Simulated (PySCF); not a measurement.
```xyz
3
charge 1 multiplicity 5, angstrom
Co    0.0000    0.0000   -1.4956
Se    1.1499    0.0000    0.5514
Se   -1.1499    0.0000    0.5514
```

These are results of PySCF, UPBE0, basis Co def2-SVP, Se def2-SVP (no relativity, density fitting), not measurements.

This geometry of CoSe₂⁺ is a stationary point at this level.

**Question.** What is the point group?

**Answer.** C2v.

**Question.** Is it a minimum?

**Answer.** Yes: all harmonic wavenumbers are real.

**Question.** List the harmonic modes with their infrared intensities.

**Answer.** 
| symmetry | ω (cm⁻¹) | IR (km/mol) |
| --- | --- | --- |
| b2 | 200 | 0.0 |
| a1 | 242 | 9.6 |
| a1 | 351 | 5.6 |

**Question.** Give the ideal-gas entropy at 298.15 K and 1 bar by parts.

**Answer.** translation 176.1, rotation 111.4, vibration 21.3, spin 13.4; total 322.1 J/(mol K).

In C2v the vibrations span b2 + 2a1. Here b1 is antisymmetric to the molecular plane and b2 lies in it.

This need not be the most stable arrangement of these atoms. With open d or f shells other occupations or spin states may lie lower.
